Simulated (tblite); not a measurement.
A geometry optimisation, step by step.

C6H9O2 (doublet state).
SMILES with atom numbers: `[CH3:1]/[C:2]([CH:3]=[O:4])=[CH:5]\[CH2:6][CH2:7][O:8]` (hydrogens: H9, H10, H11 on C1; H12 on C3; H13 on C5; H14, H15 on C6; H16, H17 on C7)
Bond orders are those of one Lewis drawing.

Computed with GFN2-xTB (tblite), gas phase: L-BFGS steps from a force-field or distance-geometry start until the largest atomic force falls under 0.01 eV/Å. 11 of its 127 geometries are shown.

Step 0: E = -691.3396 eV, largest atomic force 4.542 eV/Å
```
atom  x, y, z in Å  |  force x, y, z in eV/Å
C1     -1.477   -0.936   -0.669    0.873  -1.100  -0.001
C2     -1.057    0.261    0.116   -2.061   0.085  -0.689
C3     -2.050    1.294    0.324   -4.120  -0.332  -1.884
O4     -3.230    1.223   -0.154    3.778   0.389   1.685
C5      0.136    0.395    0.636    1.274   0.306   1.120
C6      1.178   -0.630    0.454    0.814  -0.232   1.024
C7      2.316    0.108   -0.280   -0.720   1.209  -1.428
O8      1.910    0.609   -1.501    1.066  -0.969   2.003
H9     -0.774   -1.059   -1.537   -1.038   0.232   0.464
H10    -2.540   -0.896   -0.945    0.651   0.035  -0.037
H11    -1.274   -1.832   -0.022   -0.561   0.551  -0.564
H12    -1.746    2.165    0.902    0.020   0.175   0.114
H13     0.416    1.289    1.218   -0.167  -0.507  -0.331
H14     1.544   -0.952    1.460   -0.044   0.143  -0.587
H15     0.856   -1.520   -0.087    0.048   0.299  -0.046
H16     3.236   -0.499   -0.316    0.009   0.085  -0.297
H17     2.551    0.991    0.392    0.176  -0.368  -0.545
```

Step 13: E = -691.8947 eV, largest atomic force 0.183 eV/Å
```
atom  x, y, z in Å  |  force x, y, z in eV/Å
C1     -1.512   -0.969   -0.676    0.068  -0.028   0.040
C2     -1.113    0.216    0.144   -0.001   0.093   0.003
C3     -2.110    1.283    0.315    0.127   0.023   0.009
O4     -3.226    1.266   -0.132   -0.166  -0.060  -0.047
C5      0.102    0.363    0.698    0.034  -0.008   0.044
C6      1.226   -0.587    0.511    0.018  -0.017   0.032
C7      2.344    0.190   -0.277   -0.073  -0.061  -0.063
O8      2.029    0.508   -1.504    0.065   0.049  -0.016
H9     -0.881   -1.048   -1.556   -0.011   0.060  -0.129
H10    -2.550   -0.891   -0.982   -0.031   0.099   0.003
H11    -1.385   -1.880   -0.098   -0.060  -0.124   0.074
H12    -1.742    2.165    0.875    0.055  -0.047   0.044
H13     0.332    1.258    1.267   -0.050  -0.061  -0.010
H14     1.646   -0.930    1.458   -0.004   0.139   0.069
H15     0.905   -1.453   -0.062    0.072   0.017  -0.067
H16     3.203   -0.516   -0.322    0.031  -0.134   0.045
H17     2.727    1.040    0.332   -0.074   0.059  -0.031
```

Step 25: E = -691.9153 eV, largest atomic force 0.093 eV/Å
```
atom  x, y, z in Å  |  force x, y, z in eV/Å
C1     -1.525   -0.962   -0.695   -0.031  -0.023  -0.027
C2     -1.108    0.211    0.132    0.005  -0.038  -0.046
C3     -2.113    1.265    0.325   -0.023   0.016  -0.015
O4     -3.237    1.243   -0.110    0.067  -0.015   0.050
C5      0.105    0.357    0.692   -0.024   0.001  -0.015
C6      1.239   -0.572    0.519   -0.029  -0.026   0.026
C7      2.362    0.193   -0.290    0.066  -0.012   0.003
O8      2.070    0.461   -1.531   -0.005   0.004   0.015
H9     -0.920   -1.043   -1.598    0.005   0.042   0.026
H10    -2.567   -0.835   -0.980    0.014  -0.020  -0.016
H11    -1.423   -1.887   -0.129   -0.004   0.009  -0.020
H12    -1.736    2.133    0.897   -0.027   0.043   0.043
H13     0.315    1.238    1.285   -0.020   0.049  -0.001
H14     1.670   -0.844    1.482    0.017  -0.029   0.037
H15     0.953   -1.461   -0.036   -0.020  -0.036   0.009
H16     3.196   -0.551   -0.281    0.016   0.036   0.029
H17     2.713    1.065    0.307   -0.007  -0.001  -0.093
```

Step 38: E = -691.9283 eV, largest atomic force 0.055 eV/Å
```
atom  x, y, z in Å  |  force x, y, z in eV/Å
C1     -1.532   -0.932   -0.748    0.017   0.013   0.025
C2     -1.109    0.210    0.115    0.033   0.044  -0.002
C3     -2.121    1.246    0.371    0.052   0.002  -0.005
O4     -3.257    1.214   -0.024   -0.022   0.027   0.018
C5      0.106    0.361    0.674    0.029  -0.014   0.043
C6      1.252   -0.565    0.552    0.007  -0.007  -0.007
C7      2.371    0.161   -0.304   -0.046   0.009   0.000
O8      2.087    0.290   -1.569    0.028  -0.022  -0.002
H9     -0.921   -0.979   -1.647    0.022  -0.010   0.014
H10    -2.572   -0.791   -1.029   -0.011  -0.011  -0.026
H11    -1.440   -1.876   -0.212    0.030  -0.034  -0.018
H12    -1.743    2.097    0.973   -0.051  -0.011  -0.018
H13     0.296    1.258    1.252    0.016  -0.032   0.027
H14     1.678   -0.779    1.534   -0.005   0.024  -0.022
H15     0.983   -1.492    0.050   -0.049   0.018  -0.006
H16     3.247   -0.520   -0.195   -0.025  -0.042  -0.003
H17     2.667    1.109    0.197   -0.025   0.046  -0.017
```

Step 50: E = -691.9406 eV, largest atomic force 0.101 eV/Å
```
atom  x, y, z in Å  |  force x, y, z in eV/Å
C1     -1.476   -0.896   -0.777   -0.040  -0.006  -0.028
C2     -1.102    0.235    0.124    0.034  -0.040  -0.026
C3     -2.130    1.243    0.411   -0.072   0.019  -0.065
O4     -3.275    1.197    0.039    0.017  -0.023  -0.009
C5      0.105    0.379    0.702    0.002  -0.045   0.012
C6      1.228   -0.563    0.573    0.094  -0.007  -0.035
C7      2.338    0.132   -0.342    0.026  -0.010   0.057
O8      2.085    0.091   -1.615   -0.052  -0.020   0.002
H9     -0.835   -0.905   -1.659    0.005   0.017   0.047
H10    -2.511   -0.783   -1.090   -0.004   0.039   0.004
H11    -1.373   -1.858   -0.273    0.024   0.042   0.008
H12    -1.763    2.091    1.020   -0.002   0.021   0.022
H13     0.302    1.259    1.302   -0.028   0.010   0.047
H14     1.683   -0.759    1.542    0.010   0.014   0.039
H15     0.936   -1.494    0.094   -0.001  -0.009  -0.005
H16     3.225   -0.506   -0.117   -0.015   0.033  -0.041
H17     2.557    1.148    0.057    0.002  -0.035  -0.027
```

Step 63: E = -691.9602 eV, largest atomic force 0.088 eV/Å
```
atom  x, y, z in Å  |  force x, y, z in eV/Å
C1     -1.377   -0.799   -0.839   -0.002  -0.019   0.002
C2     -1.069    0.283    0.138   -0.029  -0.055   0.039
C3     -2.151    1.233    0.442    0.028   0.014  -0.035
O4     -3.288    1.121    0.058    0.009   0.018  -0.015
C5      0.105    0.378    0.795    0.020  -0.014   0.008
C6      1.230   -0.559    0.646   -0.008  -0.030   0.041
C7      2.264    0.060   -0.413   -0.016   0.007  -0.001
O8      1.960   -0.263   -1.636   -0.054   0.048  -0.044
H9     -0.684   -0.759   -1.680    0.014   0.016   0.019
H10    -2.399   -0.691   -1.192    0.020   0.026  -0.043
H11    -1.272   -1.774   -0.364    0.001  -0.032  -0.051
H12    -1.847    2.089    1.074    0.038  -0.029   0.020
H13     0.259    1.194    1.490    0.003   0.064  -0.026
H14     1.738   -0.704    1.597    0.067   0.023   0.000
H15     0.924   -1.512    0.220   -0.012  -0.031   0.082
H16     3.217   -0.433   -0.112   -0.062  -0.001  -0.011
H17     2.384    1.149   -0.234   -0.016  -0.006   0.014
```

Step 76: E = -692.1303 eV, largest atomic force 0.222 eV/Å
```
atom  x, y, z in Å  |  force x, y, z in eV/Å
C1     -1.149   -0.690   -0.877    0.033   0.063   0.001
C2     -1.004    0.259    0.240   -0.002   0.068   0.016
C3     -2.106    1.214    0.418    0.014   0.054   0.012
O4     -3.169    1.128   -0.141   -0.090   0.066  -0.029
C5      0.100    0.325    1.017   -0.023  -0.036   0.013
C6      1.253   -0.568    0.819   -0.091  -0.020  -0.103
C7      1.939   -0.051   -0.515    0.111   0.011  -0.036
O8      1.391   -0.545   -1.607   -0.096  -0.019  -0.199
H9     -0.252   -0.524   -1.544    0.007  -0.138   0.067
H10    -2.073   -0.477   -1.406    0.020  -0.097  -0.158
H11    -1.095   -1.735   -0.585    0.004  -0.030   0.035
H12    -1.896    2.044    1.115    0.032   0.008   0.118
H13     0.197    1.124    1.736   -0.024   0.015   0.110
H14     1.969   -0.541    1.632    0.005   0.102   0.119
H15     0.934   -1.591    0.631    0.075  -0.061  -0.010
H16     2.983   -0.413   -0.448    0.010  -0.033   0.023
H17     1.970    1.056   -0.495    0.017   0.046   0.022
```

Step 88: E = -692.1757 eV, largest atomic force 0.067 eV/Å
```
atom  x, y, z in Å  |  force x, y, z in eV/Å
C1     -1.142   -0.705   -0.871   -0.018  -0.015  -0.011
C2     -1.034    0.256    0.238    0.000  -0.004  -0.016
C3     -2.114    1.238    0.424    0.011   0.000   0.009
O4     -3.159    1.239   -0.174    0.034   0.005  -0.014
C5      0.063    0.298    1.028   -0.001   0.036   0.010
C6      1.252   -0.545    0.805    0.011   0.029   0.015
C7      1.925   -0.050   -0.544   -0.013  -0.037  -0.011
O8      1.326   -0.512   -1.641    0.052   0.015   0.030
H9     -0.170   -0.589   -1.473    0.005  -0.022   0.028
H10    -1.998   -0.503   -1.507    0.005   0.001   0.005
H11    -1.124   -1.742   -0.541   -0.025   0.011  -0.024
H12    -1.884    2.015    1.180   -0.028  -0.029   0.042
H13     0.133    1.052    1.800   -0.018   0.034   0.006
H14     1.968   -0.436    1.617    0.013  -0.011  -0.020
H15     1.004   -1.598    0.667   -0.007   0.028  -0.026
H16     2.950   -0.464   -0.506    0.000   0.023  -0.015
H17     1.996    1.057   -0.512   -0.020  -0.064  -0.007
```

Step 101: E = -692.1866 eV, largest atomic force 0.045 eV/Å
```
atom  x, y, z in Å  |  force x, y, z in eV/Å
C1     -1.134   -0.684   -0.892    0.022   0.003   0.003
C2     -1.029    0.260    0.233    0.015   0.021  -0.007
C3     -2.123    1.217    0.454   -0.039  -0.020  -0.002
O4     -3.130    1.286   -0.201    0.002   0.007  -0.034
C5      0.063    0.314    1.027    0.019  -0.008   0.006
C6      1.269   -0.511    0.812   -0.002  -0.030   0.000
C7      1.923   -0.074   -0.558    0.004  -0.001   0.002
O8      1.345   -0.624   -1.627   -0.028  -0.016  -0.030
H9     -0.133   -0.632   -1.462   -0.007   0.011   0.028
H10    -1.950   -0.427   -1.561   -0.012  -0.020   0.009
H11    -1.189   -1.723   -0.573   -0.031   0.002  -0.010
H12    -1.952    1.895    1.313    0.007   0.002   0.010
H13     0.106    1.064    1.807    0.014   0.004   0.000
H14     1.990   -0.372    1.614    0.016   0.009   0.004
H15     1.026   -1.570    0.715   -0.001  -0.006  -0.008
H16     2.965   -0.437   -0.513    0.016  -0.003   0.020
H17     1.947    1.031   -0.599    0.006   0.044   0.009
```

Step 113: E = -692.1881 eV, largest atomic force 0.014 eV/Å
```
atom  x, y, z in Å  |  force x, y, z in eV/Å
C1     -1.139   -0.691   -0.882   -0.009  -0.002   0.005
C2     -1.028    0.258    0.238    0.000   0.002  -0.001
C3     -2.124    1.217    0.449    0.003   0.000   0.010
O4     -3.114    1.298   -0.231   -0.005   0.009  -0.009
C5      0.068    0.315    1.027   -0.004  -0.003  -0.003
C6      1.270   -0.514    0.808    0.003  -0.002   0.003
C7      1.926   -0.067   -0.560    0.005   0.001   0.006
O8      1.343   -0.606   -1.631    0.003   0.002   0.000
H9     -0.139   -0.641   -1.448    0.006   0.003  -0.009
H10    -1.953   -0.432   -1.552   -0.002  -0.003   0.005
H11    -1.209   -1.728   -0.561    0.006  -0.003  -0.001
H12    -1.969    1.884    1.319    0.001  -0.003  -0.001
H13     0.120    1.071    1.800    0.000   0.003   0.003
H14     1.993   -0.381    1.611    0.001   0.002  -0.002
H15     1.024   -1.571    0.702    0.000  -0.003  -0.001
H16     2.966   -0.439   -0.513   -0.003   0.004   0.000
H17     1.958    1.040   -0.588   -0.004  -0.007  -0.004
```

Step 126: E = -692.1883 eV, largest atomic force 0.009 eV/Å
```
atom  x, y, z in Å  |  force x, y, z in eV/Å
C1     -1.139   -0.693   -0.879    0.006   0.000  -0.004
C2     -1.030    0.255    0.241    0.003   0.000   0.001
C3     -2.121    1.220    0.445   -0.005  -0.003   0.000
O4     -3.099    1.319   -0.249    0.005   0.001   0.002
C5      0.066    0.311    1.030    0.002  -0.001   0.001
C6      1.270   -0.516    0.809   -0.002  -0.002   0.001
C7      1.923   -0.067   -0.560   -0.001   0.001   0.005
O8      1.338   -0.606   -1.631   -0.001  -0.002  -0.009
H9     -0.141   -0.636   -1.450   -0.003  -0.002   0.000
H10    -1.960   -0.441   -1.544   -0.001   0.000  -0.002
H11    -1.196   -1.732   -0.559   -0.001  -0.001   0.004
H12    -1.973    1.877    1.326    0.002   0.002   0.001
H13     0.120    1.068    1.803   -0.003  -0.001  -0.002
H14     1.994   -0.381    1.609    0.003   0.001   0.006
H15     1.027   -1.573    0.702   -0.003   0.001  -0.001
H16     2.964   -0.435   -0.515    0.000   0.002  -0.001
H17     1.951    1.040   -0.588    0.000   0.003   0.000
```

Task: Summarise the path.

Result: The energy falls by 0.8487 eV from step 0 to step 126; nine tenths of that is first reached at step 73. It rises by more than 0.2 meV at step 69. The largest force goes from 4.542 to 0.009 eV/Å. Among the bonds C3=O4 changes most, from 1.275 to 1.204 Å; the atoms move by 0.682 Å rms after alignment.

Task: Follow the three bonds and two angles with the largest change from start to end.

Result: 
```json
{"step": "0", "E above end (eV)": "0.8487", "largest force (eV/Å)": "4.542", "C3=O4 (Å)": "1.275", "C7–O8 (Å)": "1.381", "C2=C5 (Å)": "1.308", "C2–C1–H11 (°)": "106.6", "C6–C7–H16 (°)": "111.5"}
{"step": "5", "E above end (eV)": "0.3819", "largest force (eV/Å)": "0.511", "C3=O4 (Å)": "1.198", "C7–O8 (Å)": "1.310", "C2=C5 (Å)": "1.333", "C2–C1–H11 (°)": "109.6", "C6–C7–H16 (°)": "110.2"}
{"step": "11", "E above end (eV)": "0.3064", "largest force (eV/Å)": "0.229", "C3=O4 (Å)": "1.203", "C7–O8 (Å)": "1.307", "C2=C5 (Å)": "1.345", "C2–C1–H11 (°)": "109.2", "C6–C7–H16 (°)": "106.4"}
{"step": "16", "E above end (eV)": "0.2826", "largest force (eV/Å)": "0.144", "C3=O4 (Å)": "1.206", "C7–O8 (Å)": "1.304", "C2=C5 (Å)": "1.343", "C2–C1–H11 (°)": "111.2", "C6–C7–H16 (°)": "103.0"}
{"step": "22", "E above end (eV)": "0.2761", "largest force (eV/Å)": "0.087", "C3=O4 (Å)": "1.204", "C7–O8 (Å)": "1.303", "C2=C5 (Å)": "1.344", "C2–C1–H11 (°)": "110.7", "C6–C7–H16 (°)": "101.7"}
{"step": "27", "E above end (eV)": "0.2708", "largest force (eV/Å)": "0.093", "C3=O4 (Å)": "1.204", "C7–O8 (Å)": "1.302", "C2=C5 (Å)": "1.345", "C2–C1–H11 (°)": "110.5", "C6–C7–H16 (°)": "101.8"}
{"step": "33", "E above end (eV)": "0.2656", "largest force (eV/Å)": "0.088", "C3=O4 (Å)": "1.205", "C7–O8 (Å)": "1.301", "C2=C5 (Å)": "1.345", "C2–C1–H11 (°)": "110.7", "C6–C7–H16 (°)": "101.8"}
{"step": "38", "E above end (eV)": "0.2600", "largest force (eV/Å)": "0.055", "C3=O4 (Å)": "1.204", "C7–O8 (Å)": "1.303", "C2=C5 (Å)": "1.345", "C2–C1–H11 (°)": "110.8", "C6–C7–H16 (°)": "102.8"}
{"step": "44", "E above end (eV)": "0.2546", "largest force (eV/Å)": "0.145", "C3=O4 (Å)": "1.204", "C7–O8 (Å)": "1.301", "C2=C5 (Å)": "1.345", "C2–C1–H11 (°)": "111.8", "C6–C7–H16 (°)": "102.5"}
{"step": "49", "E above end (eV)": "0.2490", "largest force (eV/Å)": "0.101", "C3=O4 (Å)": "1.204", "C7–O8 (Å)": "1.299", "C2=C5 (Å)": "1.346", "C2–C1–H11 (°)": "111.6", "C6–C7–H16 (°)": "101.0"}
{"step": "55", "E above end (eV)": "0.2427", "largest force (eV/Å)": "0.123", "C3=O4 (Å)": "1.203", "C7–O8 (Å)": "1.303", "C2=C5 (Å)": "1.347", "C2–C1–H11 (°)": "110.5", "C6–C7–H16 (°)": "100.8"}
{"step": "60", "E above end (eV)": "0.2340", "largest force (eV/Å)": "0.356", "C3=O4 (Å)": "1.206", "C7–O8 (Å)": "1.293", "C2=C5 (Å)": "1.349", "C2–C1–H11 (°)": "109.8", "C6–C7–H16 (°)": "101.6"}
{"step": "66", "E above end (eV)": "0.2096", "largest force (eV/Å)": "0.328", "C3=O4 (Å)": "1.206", "C7–O8 (Å)": "1.307", "C2=C5 (Å)": "1.353", "C2–C1–H11 (°)": "111.6", "C6–C7–H16 (°)": "102.6"}
{"step": "71", "E above end (eV)": "0.1126", "largest force (eV/Å)": "0.250", "C3=O4 (Å)": "1.206", "C7–O8 (Å)": "1.309", "C2=C5 (Å)": "1.355", "C2–C1–H11 (°)": "114.1", "C6–C7–H16 (°)": "101.4"}
{"step": "77", "E above end (eV)": "0.0504", "largest force (eV/Å)": "0.179", "C3=O4 (Å)": "1.205", "C7–O8 (Å)": "1.320", "C2=C5 (Å)": "1.353", "C2–C1–H11 (°)": "113.9", "C6–C7–H16 (°)": "104.7"}
{"step": "82", "E above end (eV)": "0.0235", "largest force (eV/Å)": "0.152", "C3=O4 (Å)": "1.204", "C7–O8 (Å)": "1.333", "C2=C5 (Å)": "1.352", "C2–C1–H11 (°)": "114.5", "C6–C7–H16 (°)": "104.5"}
{"step": "88", "E above end (eV)": "0.0126", "largest force (eV/Å)": "0.067", "C3=O4 (Å)": "1.204", "C7–O8 (Å)": "1.333", "C2=C5 (Å)": "1.352", "C2–C1–H11 (°)": "113.1", "C6–C7–H16 (°)": "104.3"}
{"step": "93", "E above end (eV)": "0.0060", "largest force (eV/Å)": "0.081", "C3=O4 (Å)": "1.204", "C7–O8 (Å)": "1.333", "C2=C5 (Å)": "1.353", "C2–C1–H11 (°)": "113.3", "C6–C7–H16 (°)": "105.2"}
{"step": "99", "E above end (eV)": "0.0023", "largest force (eV/Å)": "0.041", "C3=O4 (Å)": "1.203", "C7–O8 (Å)": "1.334", "C2=C5 (Å)": "1.351", "C2–C1–H11 (°)": "113.2", "C6–C7–H16 (°)": "105.2"}
{"step": "104", "E above end (eV)": "0.0008", "largest force (eV/Å)": "0.049", "C3=O4 (Å)": "1.204", "C7–O8 (Å)": "1.333", "C2=C5 (Å)": "1.352", "C2–C1–H11 (°)": "113.1", "C6–C7–H16 (°)": "105.1"}
{"step": "110", "E above end (eV)": "0.0003", "largest force (eV/Å)": "0.022", "C3=O4 (Å)": "1.204", "C7–O8 (Å)": "1.334", "C2=C5 (Å)": "1.352", "C2–C1–H11 (°)": "113.2", "C6–C7–H16 (°)": "105.0"}
{"step": "115", "E above end (eV)": "0.0002", "largest force (eV/Å)": "0.011", "C3=O4 (Å)": "1.204", "C7–O8 (Å)": "1.333", "C2=C5 (Å)": "1.352", "C2–C1–H11 (°)": "113.2", "C6–C7–H16 (°)": "105.0"}
{"step": "121", "E above end (eV)": "0.0001", "largest force (eV/Å)": "0.017", "C3=O4 (Å)": "1.204", "C7–O8 (Å)": "1.334", "C2=C5 (Å)": "1.352", "C2–C1–H11 (°)": "113.2", "C6–C7–H16 (°)": "105.1"}
{"step": "126", "E above end (eV)": "0.0000", "largest force (eV/Å)": "0.009", "C3=O4 (Å)": "1.204", "C7–O8 (Å)": "1.334", "C2=C5 (Å)": "1.352", "C2–C1–H11 (°)": "113.3", "C6–C7–H16 (°)": "105.0"}
```

The cost below is that of the whole relaxation. Time: 0.63 s wall. Hardware: one thread of an Arm Neoverse V2, no GPU, on a shared host.
